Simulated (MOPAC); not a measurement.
MOPAC input (PM6):

```
PM6 FORCE THERMO(298,298) PRECISE LET UHF MS=0.5 GEO-OK AUX(PRECISION=9) THREADS=1
C3H7Ge

C    -2.34381456 1    0.15883665 1   -0.53389295 1
C    -1.79511518 1   -0.44279982 1    0.58420350 1
C    -0.44936747 1   -0.53751101 1    0.89688368 1
Ge    0.98035745 1    0.15747290 1   -0.17062579 1
H    -3.40783525 1    0.18500540 1   -0.69542253 1
H    -1.76803137 1    0.63392892 1   -1.30724036 1
H    -2.49762280 1   -0.89396287 1    1.30168315 1
H    -0.15320196 1   -1.04032441 1    1.81368753 1
H     2.28774156 1   -0.16787686 1    0.54369844 1
H     0.78379463 1    1.66579407 1   -0.29586066 1
H     0.91857750 1   -0.51871120 1   -1.53750785 1
```

From the output:

```
     H   11   0.008202   0.027438   0.229187   0.230444   3.106129

          HEAT OF FORMATION =      46.710422 KCALS/MOLE

          ZERO POINT ENERGY      47.766 KCAL/MOL

           NORMAL COORDINATE ANALYSIS (Total motion = 1 Angstrom)

   Root No.       1         2         3         4         5         6         7         8

                 1 A"      1 A'      2 A"      3 A"      2 A'      4 A"      3 A'      4 A'

                  49.1     186.4     200.7     430.6     454.9     500.9     531.9     674.5

           1    0.0000    0.0228    0.0000    0.0000   -0.0311   -0.0000   -0.0028   -0.0247
           2   -0.0000    0.1321   -0.0000   -0.0000   -0.0288    0.0000   -0.0017   -0.0109
           3    0.0306    0.0000    0.0267    0.0167   -0.0000   -0.0066   -0.0000    0.0000
           4   -0.0000    0.0244   -0.0000   -0.0000   -0.0284    0.0000   -0.0042   -0.0170
           5    0.0000    0.0356    0.0000    0.0000    0.0775   -0.0000   -0.0520    0.0184
           6   -0.0066    0.0000   -0.0574   -0.0605    0.0000    0.0066   -0.0000    0.0000
           7   -0.0000    0.0666    0.0000    0.0000    0.0245   -0.0000    0.0067    0.0994
           8    0.0000    0.0023   -0.0000   -0.0000    0.0367    0.0000   -0.0455   -0.0638
           9   -0.0247   -0.0000    0.0621    0.0208    0.0000   -0.0188   -0.0000   -0.0000
          10   -0.0000   -0.0178   -0.0000    0.0000    0.0093    0.0000    0.0045   -0.0129
          11    0.0000   -0.0314    0.0000   -0.0000   -0.0115   -0.0000    0.0194    0.0161
          12   -0.0001   -0.0000   -0.0047    0.0019   -0.0000    0.0113    0.0000    0.0000
          13    0.0000   -0.0399   -0.0000    0.0000    0.0732   -0.0000   -0.0565    0.0406
          14   -0.0000    0.1706    0.0000   -0.0000   -0.0964    0.0000    0.0327   -0.0556
          15    0.0424    0.0000   -0.1007    0.3603   -0.0000   -0.0147    0.0000   -0.0000
          16    0.0000    0.0744    0.0000   -0.0000   -0.1278   -0.0000    0.0441   -0.0862
          17   -0.0000    0.1667   -0.0000    0.0000   -0.0974    0.0000    0.0313   -0.0570
          18    0.0488    0.0000    0.2374   -0.2479   -0.0000   -0.0185    0.0000    0.0000
          19   -0.0000   -0.0338   -0.0000   -0.0000   -0.0116   -0.0000   -0.0251   -0.0797
          20    0.0000    0.0087    0.0000    0.0000    0.0776    0.0000   -0.0601   -0.0222
          21   -0.0242    0.0000   -0.2094   -0.0471    0.0000   -0.0027   -0.0000   -0.0000
          22   -0.0000    0.0624    0.0000    0.0000    0.0185   -0.0000    0.0021    0.0821
          23    0.0000   -0.0003   -0.0000   -0.0000   -0.0104    0.0000   -0.0535   -0.1059
          24   -0.0581   -0.0000    0.1270    0.1293   -0.0000   -0.1675   -0.0000   -0.0000
          25    0.0000   -0.0761   -0.0000   -0.0000   -0.1186   -0.0000   -0.1468    0.1260
          26   -0.0000    0.0499    0.0000    0.0000    0.1577    0.0000    0.2023   -0.1699
          27    0.2568    0.0000   -0.0295   -0.0212    0.0000   -0.1567    0.0000   -0.0000
          28   -0.2079   -0.0320   -0.0201   -0.0142   -0.0431   -0.0944   -0.0684    0.0797
          29   -0.0736   -0.0809    0.0632    0.0418   -0.1101    0.2595   -0.1828   -0.0381
          30   -0.1256   -0.0000   -0.0297   -0.0166   -0.0112   -0.1130   -0.0089    0.0556
          31    0.2079   -0.0320    0.0201    0.0142   -0.0431    0.0944   -0.0684    0.0797
          32    0.0736   -0.0809   -0.0632   -0.0418   -0.1101   -0.2595   -0.1828   -0.0381
          33   -0.1256    0.0000   -0.0297   -0.0166    0.0112   -0.1130    0.0089   -0.0556

   Root No.       9        10        11        12        13        14        15        16

                 5 A"      5 A'      6 A'      6 A"      7 A"      8 A"      7 A'      8 A'

                 746.6     772.2     816.5     819.1     919.1     959.1     989.6    1147.7

           1    0.0000   -0.0100    0.0004   -0.0000   -0.0000   -0.0000    0.0215   -0.0578
           2   -0.0000   -0.0056   -0.0030    0.0000    0.0000    0.0000    0.0719   -0.0036
           3    0.0052    0.0000    0.0000   -0.0003   -0.0157   -0.0889    0.0000    0.0000
           4   -0.0000   -0.0071   -0.0009   -0.0000   -0.0000    0.0000    0.0166    0.0299
           5    0.0000   -0.0075   -0.0046    0.0000    0.0000   -0.0000   -0.0230   -0.0192
           6   -0.0090   -0.0000   -0.0000   -0.0050   -0.0643    0.0532   -0.0000   -0.0000
           7   -0.0000    0.0409   -0.0108   -0.0000    0.0000   -0.0000   -0.0403    0.0233
           8    0.0000   -0.0310    0.0075    0.0000   -0.0000    0.0000   -0.0295   -0.0110
           9   -0.0683   -0.0000    0.0000   -0.0182    0.0412   -0.0116   -0.0000   -0.0000
          10    0.0000   -0.0006   -0.0048   -0.0000   -0.0000    0.0000    0.0009    0.0027
          11   -0.0000   -0.0017   -0.0030    0.0000    0.0000   -0.0000    0.0011   -0.0009
          12    0.0063   -0.0000   -0.0000   -0.0046   -0.0004    0.0002    0.0000   -0.0000
          13   -0.0000   -0.0062   -0.0190   -0.0000    0.0000    0.0000    0.3304   -0.0759
          14    0.0000   -0.0091    0.0105    0.0000   -0.0000   -0.0000   -0.1475    0.0094
          15   -0.0339   -0.0000    0.0000   -0.0016    0.0891    0.3559   -0.0000    0.0000
          16    0.0000   -0.0148    0.0189    0.0000    0.0000    0.0000   -0.2466   -0.0822
          17   -0.0000   -0.0092    0.0118   -0.0000   -0.0000   -0.0000   -0.1406   -0.0246
          18    0.0966    0.0000    0.0000    0.0286    0.1830    0.3192   -0.0000   -0.0000
          19    0.0000   -0.0364    0.0112    0.0000    0.0000   -0.0000   -0.0815   -0.0758
          20   -0.0000   -0.0246    0.0027   -0.0000   -0.0000    0.0000   -0.0707   -0.0656
          21    0.1755   -0.0000   -0.0000    0.0621    0.3914   -0.1450   -0.0000   -0.0000
          22    0.0000    0.0354   -0.0101    0.0000   -0.0000    0.0000   -0.0324    0.0892
          23   -0.0000   -0.0397    0.0059   -0.0000    0.0000   -0.0000    0.0149    0.5779
          24    0.3613   -0.0000    0.0000    0.0656   -0.1583    0.0223    0.0000    0.0000
          25   -0.0000   -0.1427   -0.1089    0.0000   -0.0000   -0.0000   -0.0222    0.0002
          26    0.0000    0.2088    0.1752   -0.0000    0.0000    0.0000    0.0288    0.0005
          27   -0.1142    0.0000    0.0000    0.3477   -0.0157   -0.0009    0.0000    0.0000
          28   -0.0494   -0.0374    0.2956    0.1163   -0.0038   -0.0007    0.0082    0.0024
          29    0.0130    0.2628    0.0048    0.1943   -0.0201    0.0000    0.0011   -0.0142
          30   -0.0400   -0.0648    0.1873    0.0559    0.0008   -0.0012    0.0052    0.0044
          31    0.0494   -0.0374    0.2956   -0.1163    0.0038    0.0007    0.0082    0.0024
          32   -0.0130    0.2628    0.0048   -0.1943    0.0201   -0.0000    0.0011   -0.0142
          33   -0.0400    0.0648   -0.1873    0.0559    0.0008   -0.0012   -0.0052   -0.0044

   Root No.      17        18        19        20        21        22        23        24

                 9 A'     10 A'     11 A'     12 A'      9 A"     13 A'     14 A'     15 A'

                1276.1    1310.2    1356.1    1400.8    2263.7    2268.6    2360.4    2716.1

           1   -0.0676   -0.0104   -0.0565    0.1074   -0.0000    0.0001    0.0000   -0.0004
           2    0.0288   -0.0177   -0.0128   -0.0111    0.0000   -0.0000    0.0000    0.0263
           3    0.0000   -0.0000   -0.0000   -0.0000   -0.0001    0.0000    0.0000    0.0000
           4    0.0380    0.0104    0.1416   -0.0377   -0.0000    0.0002    0.0004    0.0123
           5    0.0067    0.0666    0.0507    0.0759   -0.0000    0.0000    0.0002   -0.0239
           6   -0.0000    0.0000    0.0000    0.0000    0.0000    0.0000   -0.0000   -0.0000
           7   -0.0135   -0.0344   -0.0403   -0.0396   -0.0000   -0.0019    0.0003   -0.0088
           8   -0.0724   -0.0664   -0.0188   -0.0922    0.0000   -0.0008   -0.0027   -0.0022
           9   -0.0000   -0.0000    0.0000   -0.0000   -0.0022   -0.0000   -0.0000   -0.0000
          10   -0.0004    0.0001   -0.0002    0.0003   -0.0000   -0.0083    0.0008   -0.0001
          11    0.0018    0.0007    0.0005    0.0013    0.0000   -0.0026   -0.0033    0.0001
          12    0.0000    0.0000    0.0000    0.0000   -0.0099   -0.0000   -0.0000    0.0000
          13    0.0187    0.2144   -0.1815   -0.2076   -0.0000    0.0002    0.0001   -0.1116
          14   -0.0201   -0.1379    0.0853    0.1856   -0.0000    0.0001    0.0007   -0.1566
          15   -0.0000   -0.0000    0.0000    0.0000    0.0004    0.0000    0.0000   -0.0000
          16   -0.0753    0.3185   -0.1184   -0.1342    0.0000    0.0003   -0.0007    0.1425
          17    0.0162    0.2066   -0.0606   -0.1587   -0.0000    0.0003   -0.0006   -0.1909
          18    0.0000    0.0000   -0.0000   -0.0000    0.0006    0.0000    0.0000   -0.0000
          19    0.6134   -0.0990   -0.1699   -0.0056   -0.0000   -0.0004    0.0001   -0.1758
          20    0.2971   -0.0022   -0.1048    0.0631   -0.0000   -0.0004   -0.0004    0.3506
          21    0.0000    0.0000   -0.0000    0.0000    0.0013   -0.0000   -0.0000    0.0000
          22   -0.0001   -0.0151   -0.0396   -0.0200    0.0000   -0.0043    0.0013    0.1130
          23   -0.0016    0.0812   -0.1932    0.1321   -0.0000    0.0036   -0.0029   -0.0124
          24    0.0000    0.0000   -0.0000    0.0000    0.0012    0.0000   -0.0000   -0.0000
          25   -0.0098   -0.0128   -0.0092   -0.0143   -0.0000    0.3783    0.2849    0.0004
          26    0.0090    0.0108    0.0073    0.0113    0.0000    0.2831    0.1945    0.0005
          27    0.0000    0.0000    0.0000    0.0000   -0.0314    0.0000    0.0000   -0.0000
          28   -0.0007   -0.0013    0.0004    0.0009   -0.2746    0.1198   -0.1752    0.0002
          29    0.0050   -0.0013    0.0019    0.0017    0.0721   -0.0464    0.0378    0.0001
          30   -0.0029   -0.0004   -0.0012   -0.0008    0.3827   -0.2200    0.2670   -0.0002
          31   -0.0007   -0.0013    0.0004    0.0009    0.2746    0.1198   -0.1752    0.0002
          32    0.0050   -0.0013    0.0019    0.0017   -0.0722   -0.0464    0.0378    0.0001
          33    0.0029    0.0004    0.0012    0.0008    0.3827    0.2200   -0.2670    0.0002

   Root No.      25        26        27

                16 A'     17 A'     18 A'

                2733.7    2743.0    2785.3

           1    0.0003    0.0005   -0.0370
           2   -0.0252   -0.0268    0.0001
           3   -0.0000   -0.0000    0.0000
           4   -0.0012    0.0114   -0.0053
           5   -0.0078   -0.0204    0.0016
           6   -0.0000   -0.0000   -0.0000
           7   -0.0339    0.0180    0.0034
           8    0.0028   -0.0034    0.0013
           9    0.0000   -0.0000   -0.0000
          10   -0.0002    0.0001    0.0000
          11    0.0003   -0.0001   -0.0000
          12   -0.0000   -0.0000    0.0000
          13    0.1249    0.1204    0.2243
          14    0.1801    0.1726    0.3706
          15    0.0000    0.0000    0.0000
          16   -0.1052   -0.1169    0.2452
```
